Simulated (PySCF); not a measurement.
# Reading the logs of faulty runs: BClFH2Si cation

Calculated results; nothing here was measured. The program is PySCF 2.14.0, an open-source quantum chemistry code, run on an isolated molecule that a program drew, which may never have been made. The molecule is BClFH2Si cation (charge +1, singlet), drawn as the SMILES string `B[Si+](F)Cl`.

Each row is a Hartree-Fock (HF) and frozen-core CCSD(T) single point in the cc-pV(D+d)Z basis, meant for a local HF minimum. Run 1 is clean. Each other run has one planted mistake out of seven kinds, and not every kind appears here: one electron removed, one electron added, multiplicity raised by two, geometry at a saddle point, minimal basis STO-3G, one bond length entered in bohr, all coordinates scaled. The reference is restricted for singlets and unrestricted otherwise, and also for a bond in bohr. Adding or removing an electron swaps singlet and doublet. Electrons count all cores. HOMO and LUMO are orbital energies over both spins, the gradient is its largest component, and the lowest frequency (negative if imaginary) is given only where the gradient is small. Bond lengths are over the 5 bonds as drawn. T1 is the CCSD diagnostic: over 0.02 (restricted) or 0.045 (unrestricted) a single reference is doubtful.

Geometry of the clean run:
```xyz
6
BClFH2Si cation, angstrom
B    -0.1291    1.0513    0.2386
Si    0.8145   -0.5313    1.1257
F     1.6734   -0.2624    2.4002
Cl    0.7694   -2.3962    0.5529
H     0.4771    1.6288   -0.6021
H    -1.2265    1.2965    0.6168
```

```
run,electrons,basis functions,<S^2>,HOMO (eV),LUMO (eV),gradient (hartree/bohr),lowest frequency (cm^-1),mean bond (Å),longest bond (Å),T1,HF (hartree),CCSD(T) (hartree),mistake
1,46,84,0.000,-18.70,-5.05,2.1e-05,139,1.5859,2.045,0.0148,-873.50832,-874.03331,no fault
2,46,84,0.000,-14.29,-6.64,5.0e-02,-,1.9498,3.864,0.0269,-873.40218,-873.92322,one bond length entered in bohr
3,46,30,0.000,-17.12,-2.74,6.1e-02,-,1.5859,2.045,0.0189,-863.56948,-863.70015,minimal basis STO-3G
4,46,84,0.000,-18.44,-5.40,5.2e-02,-,1.6826,2.170,0.0172,-873.48837,-874.02075,?
```

**Which mistake was planted in run 4, and what did it cost?**

The mean and the longest bond both change by the same factor, 1.061, and the gradient is no longer small. So the mistake is: all coordinates scaled. Subtracting run 1 and multiplying by 627.51 kcal/mol a hartree, the energy moved by 12.5 kcal/mol in HF and 7.9 kcal/mol in CCSD(T).

